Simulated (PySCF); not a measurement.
H3NSi, SMILES [SiH]N (connectivity only; charge and spin as stated), neutral, multiplicity 1. Atoms are numbered in the order given.

```xyz
5

Si     0.1137     0.6782     0.0000
H     -1.3987     0.9083     0.0000
N     -0.0169    -1.0304     0.0000
H     -0.8728    -1.5650     0.0000
H      0.7981    -1.6255     0.0000
```

The structure is a stationary point at B3LYP-D3(BJ)/def2-TZVP.

Vertical ionisation energy (IE) and electron affinity (EA) in eV. Rows of orbital energies are one-electron estimates. Where ΔSCF, EOM or ADC give a negative EA the extra electron is unbound and the value depends on the basis.

```tsv
level	IE	EA
−ε(HOMO), −ε(LUMO), PBE/def2-TZVPD (PySCF)	5.32	2.42
−ε(HOMO), −ε(LUMO), M06-2X/def2-TZVPD (PySCF)	7.40	0.70
ADC(2)/aug-cc-pVDZ (PySCF)	8.59	-0.30
```

Question: Beyond the first one, list the lowest photoelectron lines from ADC(2)/aug-cc-pVDZ (PySCF) with their pole strengths (two spins summed). (An estimate is asked for; the answer gives what the named calculation found.)

Answer: 10.08 eV (1.74), 12.49 eV (1.80), 16.15 eV (1.71), 16.85 eV (1.69).
